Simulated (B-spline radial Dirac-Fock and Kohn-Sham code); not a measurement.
Sm⁺ in Watson spheres of different radius

The computed values come from a B-spline atomic structure program: Dirac-Fock ΔSCF + Breit + QED. The ion, [Xe] 4f6 6s1, sits in a hollow sphere of charge Q = -1, a simple model of the Madelung potential. Inside the sphere an electron's potential energy is raised by the constant 14.40·|Q|/R eV, so binding energies fall by about that much as long as the orbitals stay inside.

```
radius (Å)  14.40 |Q|/R (eV)  1s (eV)  2s (eV)  2p1/2 (eV)  2p3/2 (eV)  3s (eV)  3p1/2 (eV)  3p3/2 (eV)  3d3/2 (eV)  3d5/2 (eV)  4s (eV)  4p1/2 (eV)  4p3/2 (eV)  4d3/2 (eV)  4d5/2 (eV)  4f (eV)  5p1/2 (eV)  5p3/2 (eV)  6s (eV)
       1.6              9.00  46835.3   7744.4      7314.7      6718.9   1731.3      1547.2      1424.4      1108.9      1083.0    359.3       287.3       260.5       140.8       136.1     4.11       28.14       24.58     3.96
         2              7.20  46836.6   7745.7      7316.0      6720.2   1732.6      1548.5      1425.7      1110.3      1084.3    360.6       288.6       261.9       142.2       137.5     5.44       29.51       25.95     4.24
```

From the smallest to the largest radius 1s moves by +1.3 eV, while the constant potential alone would give +1.8 eV; the difference comes from charge outside the sphere and its screening.
